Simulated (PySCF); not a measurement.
# Spin-rotation constants: `C=CC(=C)OCC`, C₆H₁₀O

Geometry:
```json
{"atom": "C1", "x (Å)": "2.458", "y (Å)": "-0.477", "z (Å)": "0.789"}
{"atom": "C2", "x (Å)": "2.150", "y (Å)": "-0.207", "z (Å)": "-0.472"}
{"atom": "C3", "x (Å)": "0.790", "y (Å)": "0.039", "z (Å)": "-0.952"}
{"atom": "C4", "x (Å)": "0.548", "y (Å)": "0.305", "z (Å)": "-2.239"}
{"atom": "O5", "x (Å)": "-0.144", "y (Å)": "-0.037", "z (Å)": "0.035"}
{"atom": "C6", "x (Å)": "-1.495", "y (Å)": "0.182", "z (Å)": "-0.304"}
{"atom": "C7", "x (Å)": "-2.324", "y (Å)": "0.045", "z (Å)": "0.964"}
{"atom": "H8", "x (Å)": "3.474", "y (Å)": "-0.652", "z (Å)": "1.098"}
{"atom": "H9", "x (Å)": "1.698", "y (Å)": "-0.532", "z (Å)": "1.548"}
{"atom": "H10", "x (Å)": "2.915", "y (Å)": "-0.153", "z (Å)": "-1.234"}
{"atom": "H11", "x (Å)": "1.362", "y (Å)": "0.342", "z (Å)": "-2.939"}
{"atom": "H12", "x (Å)": "-0.431", "y (Å)": "0.492", "z (Å)": "-2.637"}
{"atom": "H13", "x (Å)": "-1.818", "y (Å)": "-0.555", "z (Å)": "-1.053"}
{"atom": "H14", "x (Å)": "-1.616", "y (Å)": "1.188", "z (Å)": "-0.731"}
{"atom": "H15", "x (Å)": "-2.200", "y (Å)": "-0.950", "z (Å)": "1.383"}
{"atom": "H16", "x (Å)": "-3.374", "y (Å)": "0.209", "z (Å)": "0.738"}
{"atom": "H17", "x (Å)": "-1.999", "y (Å)": "0.774", "z (Å)": "1.701"}
```

Level of theory: PySCF 2.14.0, GIAO PBE0/pcSseg-1 magnetisability, rotational g tensor and spin-rotation constants, non-relativistic, gas phase. Geometry: GFN2-xTB.

Task: Give the nuclear spin-rotation constants along the inertial axes (H = +C I·J) beside the isotropic shieldings.

Result: Rotational constants 4.4328, 1.7419, 1.2704 GHz. A star marks the isotopologue with that one atom substituted, in its own axes.
```
atom  isotope  Caa (kHz)  Cbb (kHz)  Ccc (kHz)  mean (kHz)  σ (ppm)
  H8       1H      0.243     -0.110     -0.147      -0.005     26.3
  H9       1H      0.129     -0.050     -0.143      -0.021     25.7
 H10       1H      0.242     -0.083     -0.148       0.004     25.4
 H11       1H      0.117     -0.085     -0.157      -0.042     27.5
 H12       1H      0.121     -0.092     -0.157      -0.043     27.6
 H13       1H     -0.424     -0.096     -0.002      -0.174     27.9
 H14       1H     -0.424     -0.096     -0.002      -0.174     27.9
 H15       1H     -0.470     -0.108     -0.030      -0.203     30.1
 H16       1H      0.029     -0.162     -0.147      -0.093     30.6
 H17       1H     -0.470     -0.108     -0.030      -0.203     30.1
  C1     13C*      2.053      0.545      0.144       0.914     65.2
  C2     13C*      2.243      0.557      0.207       1.002     45.4
  C3     13C*      2.398      0.618      0.263       1.093     20.1
  C4     13C*      1.599      0.457      0.161       0.739     96.3
  O5     17O*     -0.917     -0.326     -0.111      -0.451    201.5
  C6     13C*      0.800      0.386      0.295       0.494    121.8
  C7     13C*      0.586      0.229      0.195       0.337    169.7
```
For the geometry as given, no vibrational averaging.

Task: How do the rotational constants and the g tensor change when H8, H9, H10, H11, H12, H13, H14, H15, H16, H17 are replaced by deuterium?

Result: Constants 3.5079, 1.4512, 1.0537 GHz; g -0.0323, -0.0087, 0.0037, against -0.0408, -0.0103, 0.0045 before.
